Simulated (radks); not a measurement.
Ionisation of the scandium ion Sc2+, [Ar] 3d1, to [Ar] as the strength of local exchange is varied. Calculated with a radial shooting solver on a logarithmic mesh with Libxc functionals: scalar-relativistic Kohn-Sham, Slater X-alpha exchange (alpha = 2/3 is LDA exchange), no correlation, spin-unpolarised, spherical densities, point nucleus.

alpha  E(Sc2+) (hartree)  exchange (hartree)  IE (eV)  -e of the level emptied (eV)  <r> of it (bohr)
0.566         -754.68724           -29.63772   21.852                   15.264 (3d)             1.680
0.667         -759.99429           -35.13871   23.580                   16.722 (3d)             1.596
0.673         -760.31057           -35.46749   23.685                   16.812 (3d)             1.591
0.699         -761.68243           -36.89481   24.145                   17.206 (3d)             1.571
0.701         -761.78805           -37.00478   24.181                   17.236 (3d)             1.570
0.99          -777.18121           -53.15424   29.666                   22.048 (3d)             1.394
1.008         -778.14857           -54.17706   30.029                   22.372 (3d)             1.385
1.017         -778.63263           -54.68922   30.211                   22.536 (3d)             1.380

NIST Atomic Spectra Database: 24.757 eV (measured). The Delta-SCF value meets it near alpha = 0.73. Spin polarisation and multiplet splitting are left out, so open shells lie too high by an amount that depends on their filling.

Beside tabulated values, note that spin-unpolarised runs miss the spin-polarisation part of the exchange energy of open shells.
